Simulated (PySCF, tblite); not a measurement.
C6H14BP.
Numbering: `[CH2:1]=[CH:2][CH2:3][B:4]([PH2:5])[CH2:6][CH2:7][CH3:8]` (hydrogens: H9, H10 on C1; H11 on C2; H12, H13 on C3; H14, H15 on P5; H16, H17 on C6; H18, H19 on C7; H20, H21, H22 on C8)

Jobs on this species (22 atoms, 70 electrons) with PySCF (density fitting) and tblite. Hardware of each: Arm Neoverse V1, one thread, on a shared host. The host was shared with other jobs, so the times are rough.

Problem. Rank these jobs by wall time, shortest first.
A. PBE0/pcSseg-1; shieldings, charges and field gradients, density and orbital grids written; 213 basis functions
B. GFN2-xTB; Hessian by finite differences
C. GFN2-xTB; L-BFGS relaxation

Solution. B (0.95 s), C (1.8 s), A (65 s).

All jobs:

```tsv
level and settings	work	basis functions	SCF cycles	wall time
GFN2-xTB	Hessian by finite differences	–	–	0.95 s
GFN2-xTB	L-BFGS relaxation	–	–	1.8 s
PBE0/pcSseg-1	shieldings, charges and field gradients, density and orbital grids written	213	14	65 s
```

Problem. What do all jobs in the table cost together?

Solution. About 68 s; the longest takes about 96 % of that, and about 68 times as long as the shortest.
